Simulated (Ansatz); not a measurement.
CH$_{4}$Cl$_{2}$SiTe (`[SiH3]C(Cl)(Cl)[TeH]`). Charge 0, multiplicity 1. Te takes the def2 core potential.

```json
{"atom": "Si1", "x (Å)": "-0.271", "y (Å)": "-0.101", "z (Å)": "-1.147"}
{"atom": "C2", "x (Å)": "-0.205", "y (Å)": "-0.341", "z (Å)": "0.735"}
{"atom": "Cl3", "x (Å)": "-1.534", "y (Å)": "0.569", "z (Å)": "1.480"}
{"atom": "Cl4", "x (Å)": "-0.363", "y (Å)": "-2.079", "z (Å)": "1.094"}
{"atom": "Te5", "x (Å)": "1.729", "y (Å)": "0.235", "z (Å)": "1.527"}
{"atom": "H6", "x (Å)": "-0.043", "y (Å)": "1.340", "z (Å)": "-1.419"}
{"atom": "H7", "x (Å)": "-1.611", "y (Å)": "-0.520", "z (Å)": "-1.626"}
{"atom": "H8", "x (Å)": "0.794", "y (Å)": "-0.930", "z (Å)": "-1.756"}
{"atom": "H9", "x (Å)": "1.504", "y (Å)": "1.827", "z (Å)": "1.112"}
```

What are the harmonic wavenumbers in cm⁻¹ at PBE0-D4/def2-TZVP (Ansatz, finite differences of forces, unscaled)? (Best estimate.)

Computed: 123, 137, 174, 188, 197, 209, 254, 369, 584, 608, 633, 739, 766, 862, 917, 931, 938, 2149, 2236, 2251, 2262.

Is this a minimum?

Yes, all 21 modes are real.

Give the ideal-gas thermochemistry at 298.15 K and 1 bar (rigid rotor, harmonic oscillator; point group C1, symmetry number 1).

Zero-point energy 104.8 kJ/mol; H(298) − E = 128.8 kJ/mol; entropy 386.3 J/(mol·K), of which translation 177.3, rotation 125.7, vibration 83.3; G(298) − E = 13.6 kJ/mol.
